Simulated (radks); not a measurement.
These are the eigenvalues of the occupied orbitals of an atom or ion with whole-number occupations (hartree). Method: non-relativistic Kohn-Sham, LDA (Slater exchange, Perdew-Wang correlation), spin-polarised, spherical densities, point nucleus; computed with a radial shooting solver on a logarithmic mesh with Libxc functionals.

| orbital | eigenvalue |
|---|---|
| 1s | -1356.482 |
| 2s | -210.6932 |
| 2p | -199.1872 |
| 3s | -45.71555 |
| 3p | -40.75521 |
| 3d | -31.48671 |
| 4s | -9.85430 |
| 4p | -8.02114 |
| 4d | -4.81052 |
| 5s | -2.15252 |
| 5p | -1.63964 |

Which element is it, and in what charge state? The configuration may be excited. Open shells, if any, are filled with parallel spins first.

Answer. Z = 57, lanthanum, charge +3: La3+ in [Xe]. The list shows which subshells hold electrons but not how many an open one holds; the 1s level, -1356.5 hartree, gives Z - s = 52.1 by -(Z - s)^2/2, which with screening narrows Z to a few neighbours, and the depths of the outer levels then fix element, charge and occupations together.
